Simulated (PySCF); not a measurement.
Mg(I)(OSiH3) (H3IMgOSi), SMILES [SiH3][O][Mg][I]. The structure is a stationary point at B3LYP-D3(BJ)/def2-SVP. The structure was generated by enumeration; whether it is a known compound was not checked. The def2 effective core potentials stand for the cores of I; spin–orbit coupling is left out. The values are those of a single conformer.

Q: Give the equilibrium geometry at B3LYP-D3(BJ)/def2-SVP (PySCF confirms it by a frequency run) as Cartesian coordinates in Å, and its point group. (Estimate from the structure and the level; the computed values follow.)

A: One answer among several that fit: point group C3v.
```xyz
7

Mg     0.0000     0.0000    -0.6766
I      0.0000     0.0000     1.8745
O      0.0000     0.0000    -2.4670
Si     0.0000     0.0000    -4.1106
H     -1.2092     0.6982    -4.6490
H      0.0000    -1.3963    -4.6490
H      1.2092     0.6982    -4.6490
```
Charge 0, spin multiplicity 1.
